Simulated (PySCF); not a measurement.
## Radial density of Ar⁺ (argon, charge +1)

TPSS, [Ne] 3s1 3p6, 2S determinant (an excited configuration). Computed with PySCF 2.14 in aug-cc-pVQZ-DK, with scalar relativity by spin-free X2C-1e.

```
r (bohr)  4πr²ρ (e/bohr)  4πr²(ρα − ρβ)
 0.00131          0.1011         0.0004
 0.00221          0.2624         0.0011
 0.00372          0.6710         0.0028
 0.00625           1.664         0.0069
  0.0105           3.902         0.0161
  0.0177           8.318         0.0338
  0.0298           15.01         0.0578
  0.0501           20.53         0.0652
  0.0842           18.76         0.0252
   0.142           14.53         0.0323
   0.238           19.73         0.2179
   0.401           17.04         0.0999
   0.674           5.187         0.2045
    1.13           5.336         0.9656
    1.91           2.870         0.3137
    3.21          0.2514        -0.0031
    5.40        0.002313        -0.0003
```

Densities and radii are taken from the X2C orbitals without a picture-change correction, which distorts them close to the nucleus.

(1) Where is the radial spin density 4πr²(ρα − ρβ) most negative, and why is it negative at all?

Answers

(1) Around r = 3.21 bohr, down to -0.0031 e/bohr: exchange with the open shell polarises the paired shells in an unrestricted calculation.
